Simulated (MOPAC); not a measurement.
A run for MOPAC: PM3 on ClFSn (SMILES [F][Sn][Cl]), a point of a bond scan (R = 1.561 Å).

```
PM3 1SCF PRECISE CHARGE=0 THREADS=1
ClFSn

Sn     0.19089247 1     0.14887198 1     0.49762971 1
F      0.76397689 1     1.16802136 1    -0.53673412 1
Cl    -1.04175619 1    -1.19111043 1    -1.04256235 1
```

Output:

```
*******************************************************************************
 **                                                                           **
 **                              MOPAC v23.2.5                                **
 **                                                                           **
 *******************************************************************************
 ** MOPAC's Digital Object Identifier: https://doi.org/10.5281/zenodo.6511958 **
 **                                                                           **
 ** Please cite the open-source release paper for use of this MOPAC version:  **
 ** J. E. Moussa and J. J. P. Stewart (2026)                                  **
 ** MOPAC: An open-source semiempirical molecular orbital program             **
 ** J. Open Source Softw., 11(119), 8025, https://doi.org/10.21105/joss.08025 **
 *******************************************************************************

                              PM3 CALCULATION RESULTS

 *******************************************************************************
 *  PM3        - The PM3 Hamiltonian to be used
 *
 *
 *
 *                 CHARGE ON SYSTEM = 0
 *
 *
 *
 *  PRECISE    - TIGHTER CRITERIA TO BE USED
 *  1SCF       - DO 1 SCF AND THEN STOP
 *  THREADS=1  - MULTI-THREADING NOT USED
 *  T=         - A TIME OF 172800.0 SECONDS REQUESTED
 *  DUMP=N     - RESTART FILE WRITTEN EVERY 7200.0 SECONDS REQUESTED
 *******************************************************************************
PM3 1SCF PRECISE CHARGE=0 THREADS=1
 ClFSn

   ATOM   CHEMICAL          X               Y               Z
  NUMBER   SYMBOL      (ANGSTROMS)     (ANGSTROMS)     (ANGSTROMS)

     1      Sn          0.19089247  *   0.14887198  *   0.49762971  *
     2       F          0.76397689  *   1.16802136  *  -0.53673412  *
     3      Cl         -1.04175619  *  -1.19111043  *  -1.04256235  *



          CARTESIAN COORDINATES

    NO.       ATOM           X           Y           Z

     1        Sn          0.1909      0.1489      0.4976
     2         F          0.7640      1.1680     -0.5367
     3        Cl         -1.0418     -1.1911     -1.0426

  F: (PM3): J. J. P. STEWART, J. COMP. CHEM. 10, 209 (1989).
 Cl: (PM3): J. J. P. STEWART, J. COMP. CHEM. 10, 209 (1989).
 Sn: (PM3): J. J. P. STEWART, J. COMP. CHEM. 12, 320-341 (1991).

           Empirical Formula: Sn F Cl  =     3 atoms



      MOLECULAR POINT GROUP   :   Cs


      RHF CALCULATION, NO. OF DOUBLY OCCUPIED LEVELS = 9


 -------------------------------------------------------------------------------
 PM3 1SCF PRECISE CHARGE=0 THREADS=1
 ClFSn



     1SCF WAS SPECIFIED, SO BFGS WAS NOT USED
     SCF FIELD WAS ACHIEVED


                              PM3 CALCULATION
                                                       MOPAC v23.2.5 Linux




          FINAL HEAT OF FORMATION =         13.08800 KCAL/MOL =      54.76018 KJ/MOL


          COSMO AREA              =        105.58 SQUARE ANGSTROMS
          COSMO VOLUME            =         94.88 CUBIC ANGSTROMS

          IONIZATION POTENTIAL    =          9.704865 EV
          HOMO LUMO ENERGIES (EV) =         -9.705 -1.871
          NO. OF FILLED LEVELS    =          9
          MOLECULAR WEIGHT        =        173.1414         POINT GROUP:  Cs

          MOLECULAR DIMENSIONS (Angstroms)

            Atom       Atom       Distance
           Cl     3    F     2     3.01364
           Sn     1   Cl     3     1.22507
            F     2   Sn     1     0.00000


          SCF CALCULATIONS        =          1





   ATOM   CHEMICAL          X               Y               Z
  NUMBER   SYMBOL      (ANGSTROMS)     (ANGSTROMS)     (ANGSTROMS)

     1      Sn          0.19089247  *   0.14887198  *   0.49762971  *
     2       F          0.76397689  *   1.16802136  *  -0.53673412  *
     3      Cl         -1.04175619  *  -1.19111043  *  -1.04256235  *

                             CARTESIAN COORDINATES

   1   Sn        0.190892470     0.148871980     0.497629710
   2    F        0.763976890     1.168021360    -0.536734120
   3   Cl       -1.041756190    -1.191110430    -1.042562350


           Empirical Formula: Sn F Cl  =     3 atoms



      MOLECULAR POINT GROUP   :   Cs


                  EIGENVALUES
 -54.86831 -23.39318 -18.00507 -17.71209 -17.56939 -12.36639 -10.93733 -10.91868
  -9.70486  -1.87061  -0.16005   1.24938


              NET ATOMIC CHARGES AND DIPOLE CONTRIBUTIONS

  ATOM NO.   TYPE          CHARGE      No. of ELECS.   s-Pop       p-Pop
    1         Sn           0.880867        3.1191     1.80637     1.31276
    2          F          -0.344216        7.3442     1.56947     5.77475
    3         Cl          -0.536651        7.5367     1.97595     5.56070
 DIPOLE           X         Y         Z       TOTAL
 POINT-CHG.     2.230     1.769     5.680     6.353
 HYBRID         0.059     0.734    -2.887     2.980
 SUM            2.289     2.503     2.793     4.394


          ATOMIC ORBITAL ELECTRON POPULATIONS

     Atom    s        px        py        pz
    1 Sn   1.80637   0.28135   0.36106   0.67035
    2  F   1.56947   1.89962   1.91789   1.95724
    3 Cl   1.97595   1.85042   1.85563   1.85465

 **********************
 *                    *
 * JOB ENDED NORMALLY *
 *                    *
 **********************




 == MOPAC DONE ==
```

The run finished.

Cost: roughly 0.04 core-seconds.
